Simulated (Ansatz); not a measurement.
Dimethyl selenide, C2H6Se. Total charge 0; spin multiplicity 1.

```xyz
9

C    -0.7480   -1.2372    0.1388
Se    0.0060    0.1337    1.2862
C     0.7480    1.2386   -0.1256
H    -1.4950   -0.8066   -0.5273
H    -1.2251   -1.9703    0.7884
H     0.0378   -1.7248   -0.4373
H     1.4907    0.6800   -0.6944
H    -0.0432    1.5963   -0.7837
H     1.2288    2.0902    0.3548
```

(1) What are the harmonic wavenumbers in cm⁻¹ at PBE0-D4/def2-TZVP (Ansatz, finite differences of forces, unscaled)? (Best estimate.)

(2) Is this a minimum?

(3) Give the ideal-gas thermochemistry at 298.15 K and 1 bar (rigid rotor, harmonic oscillator; point group C2v, symmetry number 2).

Answers

(1) Ansatz gave: 152, 157, 213, 615, 630, 860, 898, 928, 981, 1297, 1319, 1451, 1460, 1465, 1472, 3062, 3066, 3155, 3161, 3168, 3169.

(2) Yes, all 21 modes are real.

(3) Zero-point energy 195.5 kJ/mol; H(298) − E = 211.6 kJ/mol; entropy 299.8 J/(mol·K), of which translation 167.4, rotation 95.9, vibration 36.5; G(298) − E = 122.2 kJ/mol.
